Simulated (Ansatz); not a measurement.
Harmonic frequencies (cm⁻¹) at PBE0-D4/def2-TZVP from Ansatz: 37, 65, 197, 268, 413, 527, 532, 619, 773, 826, 892, 924, 1011, 1088, 1203, 1288, 1418, 1451, 1515, 2263, 2277, 3063, 3117, 3630.

Each molecule was computed in one conformer, which needn't be the lowest.

Problem. Which molecule is it?
A. `C[Si](N)(F)Cl`
B. `CB([SiH3])S`
C. `FCN[SiH2]Cl`
D. `[NH2][Al]1[NH][SiH2]1`

Solution. C.
